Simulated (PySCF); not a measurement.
# Static response to an electric field

C3H9NOSi.
Structure used (PBE0-D3(BJ)/def2-SVP), in Å, numbered top down from 1:
```xyz
15
C3H9NOSi angstrom
C      2.5094    0.0852   -1.0250
C      1.9340    0.6488    0.0351
C      0.5862    0.2758    0.5641
O      0.0082   -0.7615   -0.1717
Si    -1.6393   -1.0359   -0.2448
N     -2.5724    0.3294   -0.7078
H      3.4982    0.3974   -1.3692
H      1.9964   -0.7108   -1.5707
H      2.4463    1.4442    0.5901
H     -0.0596    1.1792    0.5543
H      0.6865   -0.0130    1.6311
H     -2.1541   -1.4320    1.1008
H     -1.7526   -2.1268   -1.2462
H     -2.4983    0.7625   -1.6202
H     -3.0099    0.9395   -0.0296
```

Level: PBE0/def2-SVPD (PySCF), static field, nuclei fixed, core orbitals frozen in the response. The polarisability tensor in these axes (au):

```
x   85.41  2.84 -5.39
y    2.84 69.31  4.81
z   -5.39  4.81 73.13
```

Q: Give the principal values, the mean and the anisotropy Δα = √{½[(α1 − α2)² + (α2 − α3)² + (α1 − α3)²]}.

A: Principal values 64.60, 75.75 and 87.50 au; mean 75.95 au = 11.25 Å³ = 12.52 × 10⁻⁴⁰ C²·m²/J; Δα = 19.83 au (26 % of the mean).

Q: What is the dipole moment, and where does it point?

A: (-0.91, 1.87, 0.41) D, 2.12 D in size, pointing from the negative to the positive side. Measured along this direction, the outermost atoms are H8 at the negative end and H15 at the positive end.

Q: Give the eigenvalues of the traceless quadrupole moment Θ = ½Σq(3rr − r²1), origin at the centre of nuclear charge.

A: -3.78, 1.29, 2.50 D·Å. The values depend on the origin, since the dipole doesn't vanish. The electronic extent ⟨r²⟩ about the same centre is 973 bohr², a root-mean-square distance of 2.21 Å for the 56 electrons.

Q: Form Σ f/ω² (atomic units) for the 10 lowest TDDFT singlets, given as eV and f, and set it beside the mean polarisability, which is this sum over all singlets: 6.69, 0.0542; 6.72, 0.0105; 7.12, 0.1135; 7.25, 0.0544; 7.43, 0.0574; 7.46, 0.0194; 7.51, 0.0641; 7.69, 0.0365; 7.76, 0.0271; 7.89, 0.0921.

A: They add up to 7.25 au, 9.5 % of the 75.95 au; the largest single term is 1.66 au, from the state at 7.12 eV. Terms in order: 0.90, 0.17, 1.66, 0.77, 0.77, 0.26, 0.84, 0.46, 0.33, 1.10 au. Higher excitations give the rest. The strengths listed sum to 0.529.

Q: Find the Langevin capture rate constant for NH4+ (18.034 u) meeting this molecule (103.045 u), k = 2.342 × 10⁻⁹ cm³/s × √(α in Å³ / reduced mass in u).

A: The reduced mass is 15.35 u, so k = 2.01 × 10⁻⁹ cm³/s. The formula leaves out the permanent dipole, which adds to the capture rate.

Geometry: PBE0-D3(BJ)/def2-SVP, one conformer, isolated molecule.
